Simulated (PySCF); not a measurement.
**Energy profile**

The step: GaSiH₅ ([SiH3][GaH2]) + H₂S → GaH₃S ([SH][GaH2]) + SiH₄; bonds formed: Si2–H5; dative contacts that become bonds: Ga1–S6; bonds broken: Ga1–Si2, H5–S6 (atoms numbered as in the saddle structure below).

```
10
angstrom
Ga -0.4817 -1.2507 -0.0251
Si 1.2206 0.6970 -0.3834
H -0.7070 -1.8300 -1.4504
H -0.0853 -1.9055 1.3287
H -0.6510 0.5725 -0.0250
S -2.2868 0.3447 0.3350
H 1.0737 1.5586 -1.5859
H 1.5628 1.5443 0.7907
H 2.3528 -0.2470 -0.6201
H -1.9983 0.5158 1.6354
```

Electronic energies by CCSD(T) at an estimated basis limit (MP2 extrapolated from triple and quadruple zeta, plus CCSD(T) − MP2 in triple zeta), on PBE0-D4/def2-TZVP structures; GaSiH$_{7}$S, closed shell; no counterpoise correction. Computed with PySCF 2.14 with density fitting (its default auxiliary sets; JK sets also for MP2 and CCSD(T)) (basis: def2-TZVPP and def2-QZVPP); correlated methods freeze the cores. Filled d shells of the heavier atoms are correlated. The def2 sets are not built for correlating such inner shells, so the correlated values are less sure here. Extrapolation: Hartree–Fock as exp(−7.88 √X), correlation as X^−2.97.

Give the profile in kcal/mol, counted from the separated reactants. (An estimate is asked for; the value comes from the calculation.)

By the calculation:
| point | kcal/mol |
| --- | --- |
| separated: GaSiH$_{5}$ (linked as [SiH3][GaH2]; Ga1, Si2, H3, H4, H7, H8, H9; singlet) + H$_{2}$S (H5, S6, H10; singlet) | 0.00 |
| start structure | -12.87 |
| saddle | 9.49 |
| end structure | -24.68 |
| separated: GaH$_{3}$S (linked as [SH][GaH2]; Ga1, H3, H4, S6, H10; singlet) + SiH$_{4}$ (Si2, H5, H7, H8, H9; singlet) | -21.55 |

T1 diagnostic: at most 0.014.

For scale, one of the runs: CCSD(T)/def2-TZVPP, 230 basis functions, launched by `OMP_NUM_THREADS=4 python run.py`. The run took 14 min on 4 CPU threads of an Arm Neoverse V2 (shared host), with 4 GiB of host memory at its peak.
